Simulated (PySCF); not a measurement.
**How methods differ on the ionisation energy of Nd⁴³⁺**

Nd⁴³⁺ [Ne] 3s2 3p5 [3p1/2^2 3p3/2^3, M_J = 3/2] → Nd⁴⁴⁺ [Ne] 3s2 3p4 [3p1/2^2 3p3/2^2, M_J = 2], as a difference of total energies. Calculation: PySCF 2.14, in an even-tempered Gaussian basis (18 s from 9.8 bohr⁻², ratio 2.4; 14 p from 13 bohr⁻², ratio 2.4; 4 d from 48 bohr⁻², ratio 2.6; 4 f from 72 bohr⁻², ratio 2.6); the two-component X2C-1e Hamiltonian. Correlated levels: 1s2 frozen; the 54 highest virtual spinors dropped. "Screened" scales the spin-orbit matrix elements by Boettger's factors to mimic the two-electron term; Breit and QED terms are absent.

```
                    method  ionisation energy (eV)
           GHF (spin-free)                  3503.6
          GMP2 (spin-free)                  3504.6
 GHF (screened spin-orbit)                  3466.3
GMP2 (screened spin-orbit)                  3467.4
```

Breit and QED terms and the two-electron picture change are absent.

The spin-free rows relax to the high-spin LS determinant and lack the spin-orbit shift.

The labels give the starting determinants; with spin-orbit coupling the two ends relaxed to ⟨J²⟩ = 3.75, ⟨L²⟩ = 2.02, ⟨S²⟩ = 0.77 and ⟨J²⟩ = 6.00, ⟨L²⟩ = 3.19, ⟨S²⟩ = 1.43.

For comparison: 3465 ± 4 eV (theoretical estimate listed by NIST; NIST Atomic Spectra Database, ionization energies).
